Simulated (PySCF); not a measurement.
## Ge2H8Si: core ionisation energies

Compound: Si(GeH3)2H2.
Geometry (PBE0-D3(BJ)/def2-SVP, Å), atoms numbered from 1 in this order:
```xyz
11
Ge2H8Si angstrom
Si    -0.7982   -0.0141   -0.5711
Ge    -0.8319   -0.0298    1.8125
H      0.0737   -1.1496    2.3585
H     -2.2622   -0.2546    2.3394
H     -0.3149    1.3178    2.3505
Ge     1.4374    0.0096   -1.3929
H      2.1754   -1.2735   -0.9677
H      2.1937    1.2208   -0.8145
H      1.4587    0.1047   -2.9300
H     -1.5191    1.2035   -1.0604
H     -1.5146   -1.2203   -1.0935
```

Computed with delta-SCF UKS SCAN, pcX-2 on the ionised atom, pcseg-1 elsewhere, spin-free X2C in PySCF 2.14.0. These are vertical core ionisation energies against the vacuum level, from separate self-consistent calculations with and without the core hole.

Problem. What binding energy does each computed site have?

Solution. 
| atom(s) | bonded to | level | binding energy (eV) | 2p1/2 (eV) | count |
| --- | --- | --- | --- | --- | --- |
| Si1 | 2 H and 2 Ge | Si 1s | 1846.06 | – | 1 |
| Si1 | 2 H and 2 Ge | Si 2p3/2 | 106.35 | 106.98 | 1 |

Problem. Which photon energy gives electrons from Si 2p3/2 of Si1 a kinetic energy of 20 eV, and what is their de Broglie wavelength?

Solution. hν = 106.35 + 20 = 126.35 eV, recoil neglected; λ = 12.264 Å/√(E/eV) = 2.74 Å.

For 2p shells one spin-free hole was relaxed; a mean-field spin–orbit operator and the ground-state splitting of the three 2p orbitals were then diagonalised within the shell. The shell's mean is (2 × 2p3/2 + 2p1/2)/3, and the degeneracies 2j + 1 give areas of 2:1. 2p1/2 minus 2p3/2 (ligand field included): Si 0.62 eV. No level of germanium is listed. Geometry: PBE0-D3(BJ)/def2-SVP; no solvent, vibrations or thermal averaging.
